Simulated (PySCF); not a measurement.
Species: C6H5F2N.
Numbering: `[N:1]#[C:2][C@@H:3]1[CH2:4][C@@H:5]([F:6])/[C:7]1=[CH:8]\[F:9]` (hydrogens: H10 on C3; H11, H12 on C4; H13 on C5; H14 on C8)

Computed geometry: GFN2-xTB, gas phase.

(1) Give the optimised bond lengths and angles.

Results:

(1) 
```json
{"bond": "N1≡C2", "length (bohr)": "2.159", "order": "triple"}
{"bond": "C2–C3", "length (bohr)": "2.719", "order": "single"}
{"bond": "C3–C4", "length (bohr)": "2.932", "order": "single"}
{"bond": "C4–C5", "length (bohr)": "2.908", "order": "single"}
{"bond": "C5–F6", "length (bohr)": "2.590", "order": "single"}
{"bond": "C5–C7", "length (bohr)": "2.850", "order": "single"}
{"bond": "C7=C8", "length (bohr)": "2.491", "order": "double"}
{"bond": "C8–F9", "length (bohr)": "2.523", "order": "single"}
{"bond": "C3–C7", "length (bohr)": "2.861", "order": "single"}
{"bond": "C3–H10", "length (bohr)": "2.066", "order": "single"}
{"bond": "C4–H11", "length (bohr)": "2.054", "order": "single"}
{"bond": "C4–H12", "length (bohr)": "2.054", "order": "single"}
{"bond": "C5–H13", "length (bohr)": "2.069", "order": "single"}
{"bond": "C8–H14", "length (bohr)": "2.044", "order": "single"}
```

Orders are formal, as drawn. A selection of angles:
```json
{"angle": "N1–C2–C3", "degrees": "178.9"}
{"angle": "C2–C3–C4", "degrees": "114.7"}
{"angle": "C2–C3–C7", "degrees": "113.8"}
{"angle": "C2–C3–H10", "degrees": "109.1"}
{"angle": "C4–C3–C7", "degrees": "88.4"}
{"angle": "C4–C3–H10", "degrees": "115.1"}
{"angle": "C7–C3–H10", "degrees": "114.7"}
{"angle": "C3–C4–C5", "degrees": "89.9"}
{"angle": "C3–C4–H11", "degrees": "115.0"}
{"angle": "C3–C4–H12", "degrees": "113.5"}
{"angle": "C5–C4–H11", "degrees": "114.9"}
{"angle": "C5–C4–H12", "degrees": "112.5"}
{"angle": "H11–C4–H12", "degrees": "110.0"}
{"angle": "C4–C5–F6", "degrees": "113.9"}
{"angle": "C4–C5–C7", "degrees": "89.1"}
{"angle": "C4–C5–H13", "degrees": "116.5"}
{"angle": "F6–C5–C7", "degrees": "114.8"}
{"angle": "F6–C5–H13", "degrees": "106.6"}
{"angle": "C7–C5–H13", "degrees": "115.4"}
{"angle": "C5–C7–C8", "degrees": "135.2"}
{"angle": "C3–C7–C5", "degrees": "92.5"}
{"angle": "C3–C7–C8", "degrees": "132.3"}
{"angle": "C7–C8–F9", "degrees": "122.4"}
{"angle": "C7–C8–H14", "degrees": "125.0"}
{"angle": "F9–C8–H14", "degrees": "112.6"}
```

Torsions: C2–C3–C4–C5 -113° (anticlinal); C3–C4–C5–F6 -119° (anticlinal); C4–C5–C7–C8 -178° (antiperiplanar); C5–C7–C8–F9 0° (synperiplanar); C2–C3–C7–C5 114° (anticlinal).

The C–C distances run from 1.318 Å (C7=C8, drawn double) to 1.552 Å (C3–C4, drawn single), a spread of 0.234 Å. The 2 C–F bonds span 1.335 Å (C8–F9, drawn single) to 1.371 Å (C5–F6, drawn single), a spread of 0.036 Å. The 4-membered ring C3–C4–C5–C7 has internal angles of 88.4° to 92.5°; it is almost planar, 0.02 Å rms from its mean plane, widest ring torsion 2°.

Point group: C1 (no symmetry element, even within 0.4 Å). GFN2-xTB frequencies: not computed here.
